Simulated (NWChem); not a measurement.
System meant: C₃H₄ClF; SMILES F[C@@H]1C[C@H]1Cl

Input file for NWChem:

```
start job
memory heap 200 mb stack 900 mb global 1100 mb
geometry units angstroms noautoz
  F      0.628891     2.144898     0.102675
  C      0.130368     1.001880    -0.421054
  C     -1.256845     0.597078    -0.053007
  C     -0.072597    -0.150763     0.494818
  Cl     0.280730    -1.779744    -0.053392
  H      0.494269     0.805137    -1.434906
  H     -1.797846     1.232329     0.653637
  H     -1.868621     0.113051    -0.818283
  H      0.180398     0.005839     1.546546
end
basis spherical
  F library def2-svp
  C library def2-svp
  Cl library def2-svp
  H library def2-svp
end
dft
  xc b3lyp
  iterations 4
  mulliken
end
task dft energy
```

End of the output:

```
    Atom       Charge   Shell Charges
 -----------   ------   -------------------------------------------------------
    1 F    9     9.10   1.98  1.02  0.74  3.23  2.13  0.01
    2 C    6     5.92   1.96  0.58  0.29  1.88  1.02  0.20
    3 C    6     6.05   1.96  0.58  0.30  1.94  1.18  0.09
    4 C    6     6.13   1.96  0.61  0.31  1.92  1.20  0.12
    5 Cl  17    16.93   2.00  1.96  1.04  0.78  5.82  2.28  3.02  0.04
    6 H    1     0.98   0.65  0.26  0.07
    7 H    1     0.96   0.63  0.26  0.07
    8 H    1     0.96   0.63  0.26  0.07
    9 H    1     0.97   0.64  0.26  0.07

 center of mass
 --------------
 x =   0.07778230 y =  -0.03518199 z =   0.00127508

 moments of inertia (a.u.)
 ------------------
         813.888754424111           0.000000000000          -0.000000000000
           0.000000000000         169.005208873244           0.000000000000
          -0.000000000000           0.000000000000         904.454968432426

     Multipole analysis of the density
     ---------------------------------

     L   x y z        total         alpha         beta         nuclear
     -   - - -        -----         -----         ----         -------
     0   0 0 0     -0.000000    -24.000000    -24.000000     48.000000

     1   1 0 0     -0.416608     -0.208304     -0.208304     -0.000000
     1   0 1 0      0.074578      0.037289      0.037289     -0.000000
     1   0 0 1     -0.042973     -0.021486     -0.021486      0.000000

     2   2 0 0    -26.043057    -51.391434    -51.391434     76.739812
     2   1 1 0     -1.085701      2.176919      2.176919     -5.439539
     2   1 0 1     -0.134356      0.041726      0.041726     -0.217807
     2   0 2 0    -30.100667   -203.871177   -203.871177    377.641687
     2   0 1 1      0.041727      0.617397      0.617397     -1.193067
     2   0 0 2    -24.636242    -27.032813    -27.032813     29.429384

 ------------------------------------------------------------------------
 dft energy failed                                                                                  0
 ------------------------------------------------------------------------
 ------------------------------------------------------------------------
  current input line :
    25: task dft energy
 ------------------------------------------------------------------------
 ------------------------------------------------------------------------
 This type of error is most commonly associated with calculations not reaching convergence criteria
 ------------------------------------------------------------------------
 For more information see the NWChem manual at https://nwchemgit.github.io

0:dft energy failed:Received an Error in Communication
```

What is wrong, and how is it mended?

The run did not converge; its last values are not results. Cause: the SCF was allowed too few iterations. This input runs:
```
start job
memory heap 200 mb stack 900 mb global 1100 mb
geometry units angstroms noautoz
  F      0.628891     2.144898     0.102675
  C      0.130368     1.001880    -0.421054
  C     -1.256845     0.597078    -0.053007
  C     -0.072597    -0.150763     0.494818
  Cl     0.280730    -1.779744    -0.053392
  H      0.494269     0.805137    -1.434906
  H     -1.797846     1.232329     0.653637
  H     -1.868621     0.113051    -0.818283
  H      0.180398     0.005839     1.546546
end
basis spherical
  * library def2-svp
end
dft
  xc b3lyp
  iterations 150
  mulliken
end
task dft energy
```
It converges to -676.42761 Ha (B3LYP/def2-SVP).
